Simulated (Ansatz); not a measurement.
Isolated molecules relaxed with PBE0-D4/def2-TZVP in Ansatz; ΔE leaves out vibrations. CCSD(T)/CBS is the MP2 limit (def2-TZVPP, def2-QZVPP) plus CCSD(T) − MP2 in def2-TZVPP, frozen cores. DFT in def2-TZVPP. B3LYP here is the variant with VWN-RPA as its local correlation; programs differ in this. For Ga, Ge outer-core shells are correlated without core-valence functions, which leaves a few kJ/mol of doubt a bond. Scalar relativity is left out up to krypton. One conformer a species, not always the lowest.

`C[N]1[CH2][GeH2]1` + `[OH][Ga]([F])[O][SiH3]` → `C[N]1[CH2][GeH]1[OH]` + `[F][GaH][O][SiH3]`  (redistribution)

(1) Is it downhill or uphill in electronic energy at CCSD(T)/CBS, and by how much? (Estimate.)

(2) What do these levels give: B3LYP-D4, ωB97M-V, r2SCAN, HF/def2-TZVPP, SCS-MP2/def2-QZVPP, MP2/CBS(def2)? (Best estimate.)

Largest T1 diagnostic among the species: 0.014.

## Answers

(1) Computed: Uphill: ΔE = +22.7 kJ/mol.

(2) The calculation gave: B3LYP-D4 16.2, ωB97M-V 14.4, r2SCAN 19.3, HF/def2-TZVPP 14.0, SCS-MP2/def2-QZVPP 22.7, MP2/CBS(def2) 24.9 kJ/mol.

In def2-TZVPP, CCSD(T) changes the Hartree–Fock value by +9.7 kJ/mol (the triples alone add +0.8 kJ/mol) and MP2 by +11.9 kJ/mol.
